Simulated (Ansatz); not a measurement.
Coupled-cluster run, CH$_{7}$SSbSi (`[CH3][Sb]([SiH3])[SH]`).

```yaml
crystal:
  periodic: [false, false, false]
  atoms:
    - {symbol: C, position_ang: [-0.708170, 1.632860, -0.308212]}
    - {symbol: Sb, position_ang: [-1.423415, -0.335286, 0.230956]}
    - {symbol: Si, position_ang: [0.849281, -1.087495, 1.174709]}
    - {symbol: S, position_ang: [-1.026789, -1.406540, -1.919597]}
    - {symbol: H, position_ang: [0.270693, 1.572169, -0.781664]}
    - {symbol: H, position_ang: [-0.644776, 2.246289, 0.592256]}
    - {symbol: H, position_ang: [-1.423764, 2.077126, -0.999453]}
    - {symbol: H, position_ang: [0.833366, -2.550115, 1.434105]}
    - {symbol: H, position_ang: [1.158159, -0.372626, 2.444515]}
    - {symbol: H, position_ang: [1.913496, -0.774873, 0.179685]}
    - {symbol: H, position_ang: [0.267217, -1.058611, -2.026699]}
basis:
  gaussian: {orbitals: def2-TZVPP}
correlation: {method: ccsd_t}
```

```sh
$ ansatz run in.yaml --threads 4 --pin off --events-out ev --progress --plain --max-ram 10444MiB
```

Output of Ansatz, abridged:

```
Functional definition: HF
1655 factors; integrals over basis functions are off by at most 1.0e-3 eV
mean field evaluation 1: about -26330.1937 eV, gradient 2.8e1 eV
mean field evaluation 2: about -26330.4369 eV, gradient 2.8e1 eV
mean field evaluation 4: about -26333.1900 eV, gradient 3.7e0 eV
mean field evaluation 8: about -26333.2611 eV, gradient 2.8e-1 eV
mean field evaluation 16: about -26333.2617 eV, gradient 2.8e-6 eV
mean field -26333.26167086 eV, -967.7295170782 hartree, gradient 2.8e-6 eV, S^2 0.000000; 0 other end points of the search recorded, 0 dependent functions left out
15 core orbitals not correlated: weight in the atoms' cores, before any rotation towards them, 1.000 or more for the frozen orbitals, at most 0.000 for the correlated occupied ones
reference -26333.26167086 eV, -967.7295170782 hartree; 18, 18 occupied and 230, 230 virtual orbitals, 1655 factors
second order -22.89538900 eV of doubles, -0.00000000 eV of singles
cycle   1  -23.36173007 eV  change   -4.7e-1 eV  update   1.1e-1
cycle   2  -24.01712830 eV  change   -6.6e-1 eV  update   3.3e-2
cycle   3  -24.11789369 eV  change   -1.0e-1 eV  update   1.6e-2
cycle   4  -24.10480733 eV  change    1.3e-2 eV  update   4.7e-3
cycle   5  -24.10397369 eV  change    8.3e-4 eV  update   2.2e-3
cycle   6  -24.10415629 eV  change   -1.8e-4 eV  update   7.3e-4
cycle   7  -24.10375210 eV  change    4.0e-4 eV  update   2.7e-4
cycle   8  -24.10383262 eV  change   -8.1e-5 eV  update   1.1e-4
cycle   9  -24.10388743 eV  change   -5.5e-5 eV  update   3.8e-5
cycle  10  -24.10385999 eV  change    2.7e-5 eV  update   1.5e-5
perturbative correction -0.92355123 eV, -0.0339398818 hartree
Total energy: -26358.28908208 eV, -968.6492574765 hartree
```

Hardware: 4 threads of an Arm Neoverse V2 on a shared host. Wall time 3.8 min, peak host memory 6.5 GiB.

The correlation energy is -25.027 eV, 3.7 % of it from (T); the T1 diagnostic reads 0.0127.
